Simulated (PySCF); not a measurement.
Record of a relaxation.

Species: (F2In-mu-NH2)2.
Bonds: In1–F2, In1–F3, In1–N4, In1–N8, N4–In5, In5–F6, In5–F7, In5–N8. Hydrogens: H9, H10 on N4; H11, H12 on N8.

Computed by this run: PySCF 2.14.0, PBE0-D3(BJ)/def2-SVP geometry optimisation, gas phase, def2 core potentials past Kr; density fitting, grid level 1; the optimiser is geomeTRIC in internal coordinates, started from a GFN2-xTB structure with every atom displaced at random (about 0.03 Å). 14 of its 15 geometries are shown. The frame can shift and turn from step to step; on so coarse a grid that alone can change the energy by a few meV, and forces under 0.02 eV/Å are noise.

Step 0: E = -24240.5440 eV, largest atomic force 3.924 eV/Å
```
atom  x, y, z in Å  |  force x, y, z in eV/Å
In1    -1.454   -0.064   -0.379   -1.314   1.527  -0.716
F2     -2.071    1.268   -1.760    0.325  -0.773   0.792
F3     -2.720   -1.252    0.513    0.064  -0.044   0.020
N4     -0.172    1.034    1.072   -2.148  -1.251   3.037
In5     1.509   -0.022    0.351    1.574   0.627   0.173
F6      2.047   -1.264    1.729    0.220  -0.466   0.380
F7      2.689    1.257   -0.540    0.071  -0.026  -0.062
N8      0.317   -1.013   -1.095   -0.941  -2.262   2.163
H9     -0.524    0.826    2.105    1.124   0.306  -2.701
H10    -0.248    2.033    1.014    0.143   0.868  -0.386
H11     0.210   -2.049   -0.930    0.392   1.229  -0.463
H12     0.535   -0.836   -2.029    0.489   0.265  -2.238
```

Step 1: E = -24240.9608 eV, largest atomic force 0.548 eV/Å
```
atom  x, y, z in Å  |  force x, y, z in eV/Å
In1    -1.507   -0.034   -0.362    0.028  -0.019   0.150
F2     -2.098    1.252   -1.681   -0.194   0.343  -0.381
F3     -2.766   -1.225    0.535    0.030  -0.074   0.043
N4     -0.217    1.030    1.079   -0.416  -0.143  -0.107
In5     1.565   -0.016    0.373    0.442   0.033   0.219
F6      2.130   -1.296    1.757   -0.058   0.168  -0.248
F7      2.745    1.260   -0.531   -0.036  -0.092   0.036
N8      0.307   -1.032   -1.104   -0.283   0.130   0.393
H9     -0.519    0.822    2.029    0.130  -0.173   0.214
H10    -0.282    2.048    1.003    0.200  -0.048  -0.230
H11     0.229   -2.039   -0.963    0.161  -0.102  -0.117
H12     0.526   -0.853   -2.085   -0.005  -0.021   0.029
```

Step 2: E = -24241.0042 eV, largest atomic force 0.424 eV/Å
```
atom  x, y, z in Å  |  force x, y, z in eV/Å
In1    -1.528   -0.024   -0.355   -0.110   0.268  -0.310
F2     -2.130    1.282   -1.696    0.042  -0.149   0.134
F3     -2.774   -1.227    0.549    0.050  -0.024   0.007
N4     -0.222    1.010    1.076   -0.224  -0.041  -0.193
In5     1.580   -0.010    0.373    0.129   0.069   0.001
F6      2.161   -1.288    1.734    0.025  -0.016  -0.025
F7      2.748    1.261   -0.539    0.035   0.004  -0.018
N8      0.293   -1.026   -1.085   -0.201   0.200   0.151
H9     -0.495    0.793    2.031    0.052  -0.062   0.258
H10    -0.267    2.028    0.986    0.134  -0.082  -0.076
H11     0.240   -2.035   -0.953    0.091  -0.140  -0.067
H12     0.510   -0.847   -2.070   -0.023  -0.026   0.138
```

Step 3: E = -24241.0246 eV, largest atomic force 0.158 eV/Å
```
atom  x, y, z in Å  |  force x, y, z in eV/Å
In1    -1.554   -0.009   -0.352   -0.004   0.055  -0.143
F2     -2.156    1.291   -1.687    0.003  -0.044   0.038
F3     -2.780   -1.228    0.559    0.019  -0.021   0.011
N4     -0.227    0.989    1.071   -0.087  -0.081   0.104
In5     1.593   -0.003    0.364   -0.061   0.069  -0.113
F6      2.200   -1.287    1.700    0.052  -0.079   0.069
F7      2.752    1.266   -0.562    0.032   0.018  -0.018
N8      0.267   -1.013   -1.065   -0.072  -0.010   0.021
H9     -0.460    0.767    2.043    0.050   0.107  -0.061
H10    -0.240    2.006    0.973    0.048  -0.007   0.061
H11     0.243   -2.027   -0.944    0.020  -0.005  -0.029
H12     0.478   -0.833   -2.049    0.001  -0.002   0.060
```

Step 4: E = -24241.0281 eV, largest atomic force 0.065 eV/Å
```
atom  x, y, z in Å  |  force x, y, z in eV/Å
In1    -1.564   -0.006   -0.348    0.024   0.041  -0.038
F2     -2.172    1.292   -1.681    0.004  -0.028   0.028
F3     -2.778   -1.233    0.568    0.022  -0.006   0.005
N4     -0.224    0.986    1.077   -0.016  -0.059  -0.022
In5     1.594   -0.002    0.353   -0.043   0.007  -0.032
F6      2.220   -1.293    1.682    0.005   0.005  -0.009
F7      2.749    1.267   -0.582    0.002  -0.009   0.000
N8      0.252   -1.010   -1.061   -0.018  -0.053   0.010
H9     -0.438    0.769    2.052   -0.004   0.052   0.027
H10    -0.221    2.002    0.983    0.021   0.019   0.040
H11     0.238   -2.025   -0.946   -0.008   0.013  -0.007
H12     0.461   -0.828   -2.044    0.011   0.017  -0.004
```

Step 5: E = -24241.0292 eV, largest atomic force 0.050 eV/Å
```
atom  x, y, z in Å  |  force x, y, z in eV/Å
In1    -1.567   -0.002   -0.341    0.031   0.026   0.028
F2     -2.180    1.294   -1.670   -0.008   0.009  -0.007
F3     -2.771   -1.234    0.581    0.012  -0.010   0.013
N4     -0.218    0.986    1.082   -0.001  -0.026  -0.007
In5     1.592   -0.005    0.342   -0.034  -0.005   0.003
F6      2.229   -1.299    1.662   -0.001   0.007  -0.007
F7      2.745    1.261   -0.600    0.003  -0.003  -0.006
N8      0.240   -1.010   -1.062    0.006  -0.044  -0.009
H9     -0.423    0.775    2.061   -0.009   0.011   0.003
H10    -0.205    2.003    0.993    0.008   0.012   0.004
H11     0.227   -2.026   -0.951   -0.015   0.006   0.004
H12     0.446   -0.826   -2.046    0.007   0.017  -0.017
```

Step 6: E = -24241.0297 eV, largest atomic force 0.038 eV/Å
```
atom  x, y, z in Å  |  force x, y, z in eV/Å
In1    -1.568    0.005   -0.329    0.000   0.014   0.035
F2     -2.187    1.302   -1.654   -0.008   0.014  -0.013
F3     -2.760   -1.231    0.604    0.011  -0.004   0.012
N4     -0.208    0.987    1.086    0.016   0.021   0.006
In5     1.590   -0.011    0.328    0.003  -0.017   0.024
F6      2.235   -1.308    1.643   -0.008   0.013  -0.008
F7      2.742    1.250   -0.623   -0.007  -0.009  -0.004
N8      0.226   -1.012   -1.066    0.017  -0.019  -0.024
H9     -0.407    0.782    2.068   -0.008  -0.023  -0.003
H10    -0.186    2.005    1.000   -0.001  -0.002  -0.024
H11     0.209   -2.027   -0.957   -0.013   0.002   0.006
H12     0.429   -0.825   -2.050   -0.001   0.009  -0.008
```

Step 8: E = -24241.0289 eV, largest atomic force 0.168 eV/Å
```
atom  x, y, z in Å  |  force x, y, z in eV/Å
In1    -1.577    0.065   -0.238   -0.099  -0.051  -0.015
F2     -2.232    1.369   -1.538   -0.002   0.006  -0.004
F3     -2.692   -1.169    0.790   -0.028   0.036   0.009
N4     -0.122    1.005    1.097    0.081   0.143   0.033
In5     1.586   -0.068    0.240    0.096  -0.075   0.049
F6      2.256   -1.374    1.532   -0.007  -0.003   0.021
F7      2.735    1.135   -0.786   -0.012  -0.008  -0.021
N8      0.126   -1.025   -1.084    0.028   0.127  -0.027
H9     -0.281    0.825    2.091    0.009  -0.080  -0.026
H10    -0.047    2.021    1.001   -0.036  -0.033  -0.053
H11     0.068   -2.039   -0.981    0.003  -0.023   0.002
H12     0.296   -0.828   -2.073   -0.033  -0.039   0.032
```

Step 9: E = -24241.0287 eV, largest atomic force 0.167 eV/Å
```
atom  x, y, z in Å  |  force x, y, z in eV/Å
In1    -1.580    0.097   -0.199   -0.105  -0.068  -0.034
F2     -2.245    1.404   -1.492    0.001  -0.002   0.005
F3     -2.671   -1.123    0.870   -0.047   0.051  -0.004
N4     -0.078    1.016    1.096    0.088   0.141   0.017
In5     1.585   -0.101    0.206    0.103  -0.084   0.044
F6      2.257   -1.408    1.494   -0.002  -0.011   0.028
F7      2.736    1.068   -0.858   -0.011  -0.003  -0.016
N8      0.080   -1.031   -1.086    0.022   0.160  -0.010
H9     -0.221    0.844    2.093    0.017  -0.073  -0.027
H10     0.018    2.028    0.988   -0.039  -0.033  -0.039
H11     0.000   -2.043   -0.982    0.009  -0.028  -0.003
H12     0.234   -0.834   -2.078   -0.038  -0.050   0.040
```

Step 10: E = -24241.0321 eV, largest atomic force 0.117 eV/Å
```
atom  x, y, z in Å  |  force x, y, z in eV/Å
In1    -1.582    0.104   -0.199   -0.069  -0.061  -0.033
F2     -2.244    1.410   -1.494    0.005  -0.006   0.010
F3     -2.684   -1.105    0.873   -0.039   0.049  -0.003
N4     -0.071    1.017    1.091    0.066   0.086  -0.007
In5     1.589   -0.109    0.207    0.075  -0.074   0.032
F6      2.256   -1.415    1.500   -0.002  -0.010   0.022
F7      2.742    1.054   -0.861   -0.006  -0.001  -0.016
N8      0.076   -1.031   -1.082    0.009   0.116   0.017
H9     -0.214    0.845    2.088    0.015  -0.042  -0.014
H10     0.025    2.028    0.979   -0.029  -0.003  -0.014
H11    -0.007   -2.043   -0.976    0.006  -0.011  -0.009
H12     0.230   -0.838   -2.074   -0.029  -0.042   0.013
```

Step 11: E = -24241.0346 eV, largest atomic force 0.085 eV/Å
```
atom  x, y, z in Å  |  force x, y, z in eV/Å
In1    -1.586    0.100   -0.203   -0.021  -0.038  -0.007
F2     -2.250    1.405   -1.497    0.008   0.001   0.003
F3     -2.701   -1.102    0.862   -0.030   0.041   0.008
N4     -0.070    1.014    1.088    0.032   0.032  -0.033
In5     1.595   -0.108    0.212    0.051  -0.064   0.024
F6      2.262   -1.413    1.506   -0.010   0.001   0.008
F7      2.744    1.059   -0.855   -0.003  -0.009  -0.015
N8      0.081   -1.027   -1.078    0.003   0.044   0.044
H9     -0.213    0.838    2.084    0.006  -0.013   0.005
H10     0.021    2.025    0.973   -0.024   0.024   0.008
H11     0.000   -2.040   -0.972    0.004   0.011  -0.014
H12     0.233   -0.835   -2.070   -0.016  -0.029  -0.031
```

Step 12: E = -24241.0364 eV, largest atomic force 0.043 eV/Å
```
atom  x, y, z in Å  |  force x, y, z in eV/Å
In1    -1.585    0.088   -0.218    0.014  -0.006  -0.001
F2     -2.245    1.394   -1.515    0.011  -0.003   0.001
F3     -2.727   -1.101    0.834   -0.005   0.029   0.015
N4     -0.080    1.013    1.084   -0.005  -0.020  -0.030
In5     1.602   -0.102    0.229    0.002  -0.014  -0.006
F6      2.259   -1.404    1.531   -0.008  -0.003   0.005
F7      2.752    1.073   -0.828    0.003  -0.017  -0.015
N8      0.100   -1.025   -1.075   -0.014   0.012   0.038
H9     -0.232    0.832    2.078    0.009   0.019  -0.001
H10    -0.005    2.025    0.968   -0.003   0.018   0.022
H11     0.024   -2.038   -0.968    0.003  -0.005  -0.009
H12     0.253   -0.839   -2.068   -0.005  -0.010  -0.017
```

Step 13: E = -24241.0366 eV, largest atomic force 0.029 eV/Å
```
atom  x, y, z in Å  |  force x, y, z in eV/Å
In1    -1.584    0.085   -0.223    0.009   0.006   0.002
F2     -2.240    1.391   -1.521    0.008  -0.002  -0.004
F3     -2.731   -1.101    0.826   -0.005   0.021   0.019
N4     -0.084    1.013    1.082   -0.004  -0.007  -0.024
In5     1.603   -0.100    0.234   -0.001  -0.004  -0.012
F6      2.255   -1.402    1.537   -0.006  -0.002   0.004
F7      2.753    1.078   -0.821    0.004  -0.019  -0.015
N8      0.105   -1.025   -1.075   -0.012  -0.009   0.019
H9     -0.238    0.832    2.076    0.005   0.012   0.006
H10    -0.013    2.026    0.969    0.002   0.007   0.013
H11     0.031   -2.038   -0.967    0.002   0.000  -0.004
H12     0.259   -0.841   -2.068   -0.003  -0.003  -0.005
```

Step 14: E = -24241.0366 eV, largest atomic force 0.025 eV/Å
```
atom  x, y, z in Å  |  force x, y, z in eV/Å
In1    -1.582    0.080   -0.230   -0.006   0.014   0.013
F2     -2.232    1.387   -1.530    0.004  -0.004  -0.005
F3     -2.736   -1.102    0.816    0.000   0.019   0.016
N4     -0.091    1.013    1.081    0.002   0.009   0.002
In5     1.602   -0.095    0.240   -0.002  -0.001  -0.016
F6      2.249   -1.400    1.544   -0.002   0.001   0.004
F7      2.755    1.084   -0.810    0.004  -0.019  -0.016
N8      0.112   -1.026   -1.073   -0.006  -0.021  -0.002
H9     -0.247    0.832    2.075    0.002  -0.001  -0.003
H10    -0.024    2.027    0.971    0.004  -0.002  -0.003
H11     0.041   -2.039   -0.965    0.000   0.001   0.004
H12     0.267   -0.844   -2.067    0.000   0.004   0.007
```

Q: Summarise the path.

A: The energy falls by 11.36 kcal/mol from step 0 to step 14; nine tenths of that is first reached at step 2. It rises by more than 0.2 meV at steps 8 and 9. The largest force goes from 3.924 to 0.025 eV/Å. Among the bonds N4–H9 changes most, from 1.111 to 1.022 Å; the atoms move by 0.075 Å rms after alignment.

Q: Follow the three bonds and two angles with the largest change from start to end.

A: 
```csv
step,E above end (kcal/mol),largest force (eV/Å),N4–H9 (Å),N4–In5 (Å),In5–N8 (Å),In5–N4–H10 (°),In1–N8–H11 (°)
0,11.36,3.924,1.111,2.112,2.120,122.6,107.4
1,1.75,0.548,1.018,2.184,2.190,120.3,109.8
2,0.75,0.424,1.017,2.187,2.194,118.2,111.4
3,0.28,0.158,1.024,2.189,2.195,115.5,113.3
4,0.20,0.065,1.021,2.192,2.195,114.6,114.0
5,0.17,0.050,1.022,2.192,2.194,114.2,114.2
6,0.16,0.038,1.022,2.192,2.193,114.0,114.3
7,0.15,0.076,1.022,2.192,2.192,113.7,114.3
8,0.18,0.168,1.022,2.192,2.191,113.1,114.3
9,0.18,0.167,1.022,2.192,2.191,113.0,114.2
10,0.10,0.117,1.022,2.192,2.191,113.1,114.1
11,0.05,0.085,1.021,2.191,2.192,113.2,114.1
12,0.01,0.043,1.022,2.192,2.193,113.8,113.9
13,0.00,0.029,1.022,2.192,2.193,114.0,113.9
14,0.00,0.025,1.022,2.192,2.194,114.1,114.0
```

What follows is the cost of the whole optimisation. Hardware: Intel Xeon Platinum 8488C, one thread, on a shared host. Cost: 4.0 min, 0.66 GiB resident at most.
